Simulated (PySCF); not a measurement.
## Adding and removing an electron: CdSi

ROHF; Cd def2-SVPD with ECP28, Si def2-SVPD; scalar-relativistic core potentials (PySCF 2.14). Neutral (ROHF): triplet (π ↑↑), Re = 2.961 Å, ωe = 94.0 cm⁻¹, De = 0.11 eV, HOMO -7.57 eV, LUMO -0.42 eV.

CdSi⁻ (UHF): quartet (σ ↑, π ↑↑), Re = 3.004 Å, ωe = 119 cm⁻¹. The energies at the minima are -455.60086 hartree for CdSi and -455.63868 for CdSi⁻.

(1) Work out the adiabatic electron affinity, without and with harmonic zero-point energies (1 hartree = 27.2114 eV, 1 eV = 8065.5 cm⁻¹), and the change of the bond length.

UHF and ROHF references stand side by side, which adds small steps between rows. Spin–orbit coupling is left out. Hartree–Fock leaves out correlation, which carries a large part of most bond energies and some tenths to 1 eV of ionisation energies. States were picked by a PBE0 search and need not be the measured ground states.

Neutral and ion stand on different kinds of reference determinant, which adds to the error of the difference.

Answers

(1) At HF: 0.03782 hartree = 1.029 eV between the minima; the zero-point term (94.0 − 119.0)/2 cm⁻¹ = -0.002 eV makes it 1.028 eV. Re changes by +4.3 pm against the neutral. The electron enters a σ orbital, and the longer bond of the ion fits an antibonding orbital, or a change in how ionic the bond is.
